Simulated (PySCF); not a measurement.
A geometry optimisation on (2-methylpropenyl)benzene, `CC(C)=Cc1ccccc1`.

Method: PBE0-D3(BJ)/def2-SVP geometry optimisation, gas phase (PySCF 2.14.0). Start geometry: GFN2-xTB. A driver script takes a list of jobs; this job's settings line and coordinates (Å) are shown.

Input:
```
{"job": {"xc": "PBE0", "basis": "def2-SVP", "d3": "d3bj", "grid": 1, "kind": "geom"}, "charge": 0, "multiplicity": 1}
C     -3.113613     0.825397    -0.723748
C     -1.791886     0.187643    -0.414343
C     -1.868471    -1.284099    -0.140592
C     -0.671598     0.908403    -0.362945
C      0.682486     0.430270    -0.080687
C      1.507847     1.180735     0.757319
C      2.791947     0.763108     1.048526
C      3.285881    -0.406013     0.492912
C      2.487089    -1.146437    -0.361417
C      1.198074    -0.734145    -0.646680
H     -3.590542     0.307337    -1.555621
H     -3.000666     1.874623    -0.984253
H     -3.780519     0.750292     0.135795
H     -0.991659    -1.636379     0.395603
H     -1.953995    -1.842143    -1.073745
H     -2.755709    -1.501823     0.452567
H     -0.743554     1.980441    -0.506887
H      1.126553     2.094573     1.191647
H      3.411996     1.352794     1.708778
H      4.291483    -0.731501     0.715788
H      2.872272    -2.050614    -0.810980
H      0.596174    -1.303075    -1.338572
```

Output:
```
step   0  E = -387.55138030  max force = 0.014604
step   1  E = -387.55373172  max force = 0.001991
step   2  E = -387.55377931  max force = 0.000677
step   3  E = -387.55380204  max force = 0.000847
step   4  E = -387.55380407  max force = 0.001194
step   5  E = -387.55382104  max force = 0.000804
step   6  E = -387.55383359  max force = 0.000461
step   7  E = -387.55383575  max force = 0.000586
step   8  E = -387.55383809  max force = 0.000183
optimisation converged
```

Energies in Eh; «max force» is the largest Cartesian gradient component in Eh/bohr.

How much energy does the optimisation release, in kJ/mol?

E(step 0) − E(last step) = 0.002458 Eh, which is 6.5 kJ/mol.

In short: final energy -387.55384 Eh after 8 steps; dipole 0.73 D.

Where do the atoms end?

0.083 Å rms from the input after alignment:
```
atom  x, y, z in Å
C1    -3.1520    0.8245   -0.7269
C2    -1.8526    0.1455   -0.4113
C3    -1.9498   -1.3355   -0.1961
C4    -0.7167    0.8643   -0.3098
C5     0.6477    0.3940   -0.0320
C6     1.4919    1.1846    0.7666
C7     2.7927    0.7864    1.0574
C8     3.2910   -0.4104    0.5420
C9     2.4781   -1.1939   -0.2753
C10    1.1748   -0.7950   -0.5636
H11   -3.6133    0.3861   -1.6288
H12   -3.0253    1.9026   -0.8978
H13   -3.8793    0.6846    0.0915
H14   -1.0710   -1.7484    0.3157
H15   -2.0710   -1.8718   -1.1536
H16   -2.8434   -1.5709    0.4050
H17   -0.8111    1.9521   -0.4118
H18    1.1085    2.1249    1.1719
H19    3.4245    1.4158    1.6890
H20    4.3133   -0.7239    0.7658
H21    2.8663   -2.1208   -0.7049
H22    0.5659   -1.3988   -1.2384
```

Cost: about 7 min of CPU time on one thread; the machine was shared, so the figure is rough.
Labels such as C1 count atoms from 1, the log's own numbers from 0.
